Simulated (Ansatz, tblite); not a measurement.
Compound nanocrystal family: gap (eV) at several levels, gas phase, relaxed structures; Ansatz, xTB through tblite. Levels of anions in sets without diffuse functions are rough. A dash marks a value that wasn't run or was left out as unsound. The structures are stationary points that may keep the symmetry of their start.

```
                              species    state            geometry  GFN1-xTB  PBE-D4/def2-SVP  PBE-D4/def2-TZVP  PBE0-D4/def2-SVP  PBE0-D4/def2-TZVP
          Al4P4H14, cut from wurtzite  singlet  r2SCAN-D4/def2-SVP      4.46             4.43              4.18              6.33               6.08
          Ga9P9H24, cut from wurtzite  singlet  r2SCAN-D4/def2-SVP      4.50             4.10              3.90              5.84               5.62
          Ga6P6H18, cut from wurtzite  singlet     PBE-D4/def2-SVP      4.52             4.14              3.90              5.97               5.71
   Al15As14H36⁻, cut from zinc blende  singlet     PBE-D4/def2-SVP      3.06             3.27              3.23              4.89               4.83
 Zn3H12Se3, cut from zinc blende, rod  singlet    PBE0-D4/def2-SVP      5.35             4.22              4.13              6.31               6.09
Ga6N7H24⁺, cut from zinc blende, disc  singlet     PBE-D4/def2-SVP      5.75             4.93              4.73              7.07               6.81
    Ga12P11H32⁻, cut from zinc blende  singlet     PBE-D4/def2-SVP      4.11             3.78              3.58              5.52               5.29
```

Question: Estimate the column for r2SCAN-D4/def2-TZVP.

Answer: Al4P4H14, cut from wurtzite 4.60; Ga9P9H24, cut from wurtzite 4.29; Ga6P6H18, cut from wurtzite 4.30; Zn3H12Se3, cut from zinc blende, rod 4.57; Ga6N7H24⁺, cut from zinc blende, disc 5.41; Ga12P11H32⁻, cut from zinc blende 3.94.
